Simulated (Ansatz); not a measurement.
Cost and result up the ladder for Sn₂O₆H₄ (the lowest singlet isomer of a short search) (12 atoms). The state is a singlet with charge 0. Geometry: r2SCAN-D4/def2-SVP.

```tsv
atom	x (Å)	y (Å)	z (Å)
Sn1	-0.579	-1.837	-0.812
Sn2	-0.281	1.380	1.319
O3	-1.145	-1.210	1.933
O4	-0.673	-0.496	-2.280
O5	-1.386	-0.429	0.706
O6	1.352	-0.665	-0.025
O7	0.305	1.552	-0.684
O8	1.217	-0.180	1.347
H9	-0.149	-1.148	1.968
H10	-0.494	0.407	-1.951
H11	0.593	2.427	-0.979
H12	1.239	0.199	-0.542
```

Ansatz on 4 threads of Arm Neoverse V2 on a shared host. Times are rough, and most runs start from the orbitals of an earlier one. r2SCAN0-D4/def2-TZVP serves as the yardstick here, not as an exact answer. Differences are given only for rows in sets of like size (and for xTB, whose basis is part of the method), since another set adds its own error. Binding counts from free atoms at the same level (Sn triplet, O triplet, H doublet; other spins of the atoms weren't run), without zero-point energy or a counterpoise term.

In the def2 sets Sn takes a core potential, while STO-3G treats all electrons; there is no spin–orbit coupling. LC-ωPBE has ω = 0.4 bohr⁻¹. Correlated methods freeze 14 core orbitals; core or outer-core shells of Sn are correlated, in sets that lack core-valence functions. The rows differ in basis, and correlated rows in double-zeta sets carry the largest basis error. The structure holds 2 bonds between oxygen atoms, so isomers without such links may lie far lower. The structure comes from a short search, and lower isomers may exist.

Correlated methods converge slowly with the basis, most of all in double-zeta sets.

| level | functions | wall time | binding energy per atom (eV) | difference from r2SCAN0-D4/def2-TZVP (eV) |
| --- | --- | --- | --- | --- |
| HF/STO-3G | 88 | 1.1 s | 1.89 | – |
| PBE-D4/def2-SVP | 156 | 1.9 s | 3.52 | – |
| PBE0-D4/def2-SVP | 156 | 2.8 s | 3.26 | – |
| PBE-D4/def2-TZVP | 310 | 4 s | 3.50 | 0.37 |
| LC-ωPBE/def2-TZVP | 310 | 5.5 s | 3.24 | 0.11 |
| PBE-D4/def2-TZVPD | 388 | 7 s | 3.51 | 0.37 |
| r2SCAN-D4/def2-TZVP (with forces) | 310 | 9 s | 3.34 | 0.21 |
| PBE0-D4/def2-TZVP | 310 | 10 s | 3.25 | 0.12 |
| LC-ωPBE/def2-TZVPD | 388 | 10 s | 3.25 | 0.11 |
| r2SCAN0-D4/def2-TZVP | 310 | 11 s | 3.13 | 0.00 |
| MP2/def2-TZVP | 310 | 11 s | 3.30 | 0.17 |
| PBE0-D4/def2-TZVPD | 388 | 12 s | 3.26 | 0.12 |
| CCSD(T)/def2-SVP | 156 | 100 s | 2.99 | – |
